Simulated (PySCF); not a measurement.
Ga(OH)2(OMe) (CH5GaO3), SMILES [OH][Ga]([O]C)[OH]. Atoms are numbered in the order given.

```xyz
10

Ga     0.1021     0.2976     0.1879
O      1.1769     1.7074     0.2224
H      1.7503     1.7587    -0.5498
O     -1.0449    -0.0048     1.5062
H     -1.0048     0.6622     2.1994
O      0.1722    -0.8231    -1.1796
C     -0.6307    -1.9657    -1.3020
H     -1.2252    -1.9154    -2.2316
H     -0.0002    -2.8709    -1.3608
H     -1.3347    -2.1024    -0.4613
```

Coordinates come from a PBE0-D3(BJ)/def2-SVP optimisation. The structure was generated by enumeration; whether it is a known compound was not checked. One conformer was computed; it need not be the lowest.

Two levels are set side by side: PBE/pcSseg-1 (PySCF) and PBE0/pcSseg-1 (PySCF). GIAO shifts against H2O (¹⁷O), TMS (¹H), TMS (¹³C) at the same level; non-relativistic, no solvent, atoms listed together averaged. Differences are taken from unrounded values.

```
quantity               PBE0   PBE  PBE minus PBE0
---------------------  ----  ----  --------------
δ(¹H) of H3, H5 (ppm)  1.75  1.86            0.10
δ(¹⁷O) of O6 (ppm)     27.9  53.9            26.0
δ(¹³C) of C7 (ppm)     59.0  61.4             2.4
```

Rough cost on one machine, each run with all the roots and properties that it gave: PBE0 against PBE within a factor of 2.
